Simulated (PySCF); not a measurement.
Magnetic susceptibility: `C=CCC1=C(F)C1`, C₆H₇F

Molfile (atoms numbered from 1):
```
C6H7F
     RDKit          3D

 14 14  0  0  0  0  0  0  0  0999 V2000
    0.3275   -2.4125    0.1583 C   0  0  0  0  0  0  0  0  0  0  0  0
    0.8805   -1.2197    0.0586 C   0  0  0  0  0  0  0  0  0  0  0  0
    0.4959   -0.0372    0.9051 C   0  0  0  0  0  0  0  0  0  0  0  0
   -0.0829    1.0153    0.0507 C   0  0  0  0  0  0  0  0  0  0  0  0
   -0.0011    2.0435   -0.7311 C   0  0  0  0  0  0  0  0  0  0  0  0
    0.7110    2.9915   -1.3181 F   0  0  0  0  0  0  0  0  0  0  0  0
   -1.3805    1.5053   -0.5923 C   0  0  0  0  0  0  0  0  0  0  0  0
    0.6275   -3.2329   -0.4708 H   0  0  0  0  0  0  0  0  0  0  0  0
   -0.4457   -2.6235    0.8790 H   0  0  0  0  0  0  0  0  0  0  0  0
    1.6506   -1.0251   -0.6754 H   0  0  0  0  0  0  0  0  0  0  0  0
    1.3856    0.3569    1.4054 H   0  0  0  0  0  0  0  0  0  0  0  0
   -0.2351   -0.3399    1.6574 H   0  0  0  0  0  0  0  0  0  0  0  0
   -1.8251    0.9440   -1.4076 H   0  0  0  0  0  0  0  0  0  0  0  0
   -2.1088    2.0339    0.0138 H   0  0  0  0  0  0  0  0  0  0  0  0
  1  2  2  0
  2  3  1  0
  3  4  1  0
  4  5  2  0
  5  6  1  0
  5  7  1  0
  7  4  1  0
  1  8  1  0
  1  9  1  0
  2 10  1  0
  3 11  1  0
  3 12  1  0
  7 13  1  0
  7 14  1  0
M  END
```

Level of theory: GIAO PBE0/pcSseg-1 magnetisability, rotational g tensor and spin-rotation constants, non-relativistic, gas phase in PySCF. Geometry: GFN2-xTB.

Problem. How diamagnetic is it, and how anisotropic?

Solution. Isotropic -972 × 10⁻³⁰ J/T², or -58.5 × 10⁻⁶ cm³/mol; principal values -1067, -1012, -837 × 10⁻³⁰ J/T², anisotropy 209 × 10⁻³⁰ J/T² (root of half the summed squared differences of the principal values). The susceptibility is in cgs units.

Problem. Split it along the inertial axes a, b, c into diamagnetic and paramagnetic parts about the centre of mass, with the quadrupole moment.

Solution. 
| axis | χ (10⁻⁶ cm³/mol) | diamagnetic (10⁻⁶ cm³/mol) | paramagnetic (10⁻⁶ cm³/mol) | summed x² of all electrons (Å²) | quadrupole Θ (D Å) |
| --- | --- | --- | --- | --- | --- |
| a | -58.0 | -287.6 | 229.6 | 203.1 | -2.79 |
| b | -54.6 | -971.4 | 916.8 | 41.9 | +1.27 |
| c | -63.1 | -1039.2 | 976.2 | 25.9 | +1.52 |

Anisotropies 2χaa − χbb − χcc = +1.7 and 2χbb − χaa − χcc = +11.9 × 10⁻⁶ cm³/mol. Θ is traceless in Buckingham's convention.

Problem. And the rotational g tensor?

Solution. 
```csv
axis,rotational constant (GHz),g,nuclear part,electronic part
a,6.2362,-0.0419,0.6308,-0.6727
b,1.3047,-0.0123,0.5496,-0.5619
c,1.2147,-0.0067,0.5504,-0.5571
```
Asymmetric top; isotopes 12C, 19F, 1H; no vibrational averaging.
